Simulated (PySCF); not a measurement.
## Redox energetics: diethylsilane

Parent: diethylsilane, `CC[SiH2]CC` (C4H12Si). Optimised structure (Å), atoms numbered from 1:
```
C     2.8692    0.0804   -0.0038
C     1.5360   -0.6436    0.1662
Si    0.0181    0.4699    0.0206
C    -1.5839   -0.5037    0.2438
C    -2.8539    0.3367    0.1357
H     3.0019    0.8683    0.7547
H     2.9442    0.5646   -0.9905
H     3.7245   -0.6081    0.0876
H     1.4930   -1.1456    1.1490
H     1.4365   -1.4478   -0.5843
H     0.0144    1.1380   -1.3231
H     0.0925    1.5553    1.0543
H    -1.5935   -1.3129   -0.5079
H    -1.5386   -1.0085    1.2250
H    -2.9330    0.8268   -0.8478
H    -2.8784    1.1326    0.8971
H    -3.7620   -0.2722    0.2709
```

These are calculated values, ωB97X-D3(BJ)/ma-def2-TZVP in PySCF (grid level 2) at geometries from PBE0-D3(BJ)/ma-def2-SVP. ωB97X-D3(BJ) is ωB97X-V with D3(BJ) in place of VV10. Thermal corrections: PBE0-D3(BJ)/ma-def2-SVP frequencies, unscaled, ideal gas at 298.15 K and 1 bar, quasi-RRHO entropy.

Frontier levels of the parent: HOMO -10.47 eV, LUMO 1.07 eV.

Oxidation to the radical cation:
| Quantity | Value |
| --- | --- |
| Vertical ionisation energy (electronic) | 10.27 eV |
| Adiabatic ionisation energy (with zero-point energy) | 9.39 eV |
| Adiabatic, electronic part | 9.52 eV |
| Vertical gap at the product's structure | 8.71 eV |
| Inner reorganisation energy (four-point) | 1568 meV |
| Relaxation of product / of parent | 757 / 811 meV |
| ⟨S²⟩ of the product | 0.761 |
| Largest spin populations | C4 0.36, C2 0.36, Si3 0.10 |
| Largest changes of atomic charge | C4 0.15, C2 0.15 |
| Distances that move most (Å) | Si3–C4 1.888 → 1.965; C2–Si3 1.888 → 1.963; Si3–H 1.501 → 1.483; Si3–H 1.501 → 1.483 |
| Potential in DMF | 7.14 V absolute, 2.60 V against Fc+/Fc computed at 4.54 V (solvation -5 → -216 kJ/mol) |

Vertical electron affinity to the radical anion: -0.92 eV. The extra electron is not bound at this structure, the number hangs on the basis, and the ion was not relaxed.

Solvents are IEF-PCM continua (electrostatics only, gas-phase structures); absolute potentials refer to an electron at rest in vacuum. Fc+/Fc in DMF, 4.54 V, is ωB97X-D3(BJ)/ma-def2-TZVP on PBE0-D3(BJ)/def2-SVP structures with GFN2-xTB thermal terms. Benchmark calculations put it near 5.0 V in acetonitrile and DMSO, so it is about 0.5 V low, and the value against it can read up to that much too high.

Measured values (NIST Chemistry WebBook, evaluated or the median of agreeing entries): vertical ionisation energy 10.30 eV (computed 10.27, difference -0.03); adiabatic ionisation energy 9.80 eV (computed 9.39, difference -0.41).
